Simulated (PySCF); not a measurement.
A run for PySCF: R-BP86/6-31G* on CH4F2OSi (SMILES O[SiH2]C(F)F).

```python
from pyscf import gto, scf, dft, mp
from pyscf.data.elements import chemcore

mol = gto.M(
    atom='''
    O    -1.34973234    0.96806007   -0.60134566
    Si   -0.64346492   -0.37481309    0.02249589
    C     1.21879829    0.03133682    0.20619637
    F     1.40566941    1.11162329    1.03887925
    F     1.77392785    0.35132649   -1.01232154
    H    -2.29413253    0.98530906   -0.76946039
    H    -1.16033236   -0.72456064    1.36643546
    H    -0.75872884   -1.55237763   -0.86947739
    H     1.80799544   -0.79590438    0.61859801
    ''',
    basis='6-31g*',
    cart=True,
    charge=0, spin=0, verbose=3, max_memory=1800)
mf = dft.RKS(mol, xc='b88,p86')
mf.conv_tol = 1e-8
mf.max_cycle = 100
mf.kernel()
if not mf.converged:
    mf = mf.newton().run(mf.mo_coeff, mf.mo_occ)
```

The log:

```
converged SCF energy = -604.921303813021
```

The calculation finished and met its thresholds.

Cost: very roughly 2.3 core-seconds.
